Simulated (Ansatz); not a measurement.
Cost and result up the ladder for SeO2F2 (5 atoms). The state is a singlet with charge 0. Geometry: r2SCAN-D4/def2-SVP.

Cartesian coordinates in Å:
```
Se 0.065 -0.001 0.184
O -0.666 -0.993 1.181
O 1.264 0.985 0.506
F -1.154 0.908 -0.639
F 0.490 -0.899 -1.232
```

Ansatz on 4 threads of AMD EPYC 7B13 on a shared host. Times are rough, and most runs start from the orbitals of an earlier one. CAM-B3LYP-D4/def2-TZVP serves as the yardstick here, not as an exact answer. Differences are given only for rows in sets of like size (and for xTB, whose basis is part of the method), since another set adds its own error. Binding counts from free atoms at the same level (Se triplet, O triplet, F doublet; other spins of the atoms weren't run), without zero-point energy or a counterpoise term.

LC-ωPBE has ω = 0.4 bohr⁻¹. B3LYP takes the VWN-RPA correlation. Correlated methods freeze 13 core orbitals; core or outer-core shells of Se are correlated, in sets that lack core-valence functions.

Correlated methods converge slowly with the basis.

```
                               level  functions  wall time  binding energy per atom (eV)  difference from CAM-B3LYP-D4/def2-TZVP (eV)
                     PBE-D4/def2-SVP         88     0.45 s                          3.16                                            –
               LDA (SPW92)/def2-TZVP        172      0.6 s                          3.99                                         1.15
                    PBE0-D4/def2-SVP         88      0.7 s                          2.72                                            –
                    PBE-D4/def2-TZVP        172     0.95 s                          3.24                                         0.40
                   LC-ωPBE/def2-TZVP        172      1.3 s                          2.86                                         0.02
                  B3LYP-D4/def2-TZVP        172      1.4 s                          2.83                                        -0.01
                   PBE0-D4/def2-TZVP        172      1.4 s                          2.85                                         0.01
                  BHLYP-D4/def2-TZVP        172      1.5 s                          2.37                                        -0.47
                       MP2/def2-TZVP        172      1.8 s                          3.06                                         0.22
                 r2SCAN-D4/def2-TZVP        172      1.9 s                          2.99                                         0.15
CAM-B3LYP-D4/def2-TZVP (with forces)        172      2.1 s                          2.84                                         0.00
                   RPA@PBE/def2-TZVP        172      2.2 s                          2.49                                        -0.35
                    B97M-V/def2-TZVP        172      2.8 s                          2.97                                         0.13
                  CCSD(T)/def2-TZVPP        172       44 s                          2.75                                        -0.09
```
